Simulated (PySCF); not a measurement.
## What moves σ(O)?

GIAO PBE0/pcSseg-1 on GFN2-xTB geometries (PySCF 2.14, gas phase, non-relativistic):

| SMILES | Hirshfeld charge (e) of O | σ(O) (ppm) |
| --- | --- | --- |
| C/N=C\[C@@H]1[SiH2][SiH2][SiH2]C1=O | -0.223 | -541.1 |
| O=C1[SiH2][SiH2][SiH2][C@H]1F | -0.223 | -515.6 |
| O=C1[SiH2][SiH2][SiH2][C@@H]1C(F)F | -0.215 | -490.8 |
| NC[C@@H]1[SiH2][SiH2][SiH2]C1=O | -0.230 | -548.6 |
| O=C1C[SiH2][SiH2][SiH2]1 | -0.231 | -535.0 |
| O=C1[SiH2][SiH2][SiH2][C@@H]1C1CC1 | -0.231 | -532.9 |

(1) Fit σ(O) as a line in the Hirshfeld charge of O. How well does it hold?

(2) A further member, `N#CC[C@@H]1[SiH2][SiH2][SiH2]C1=O`, has x = -0.216. What does the line predict, and what does the calculation give?

Results:

(1) σ = 78.8 + 2688.0 x, with x in e; correlation +0.82, rms deviation 11.1 ppm, largest 20.5 ppm at `C/N=C\[C@@H]1[SiH2][SiH2][SiH2]C1=O`. A charge says how many electrons sit at the atom, not how easily they circulate, so such a line holds only within like compounds.

(2) The line gives -501.8 ppm; the calculation -492.5 ppm, a difference of 9.3 ppm, within the usual scatter of the fit.
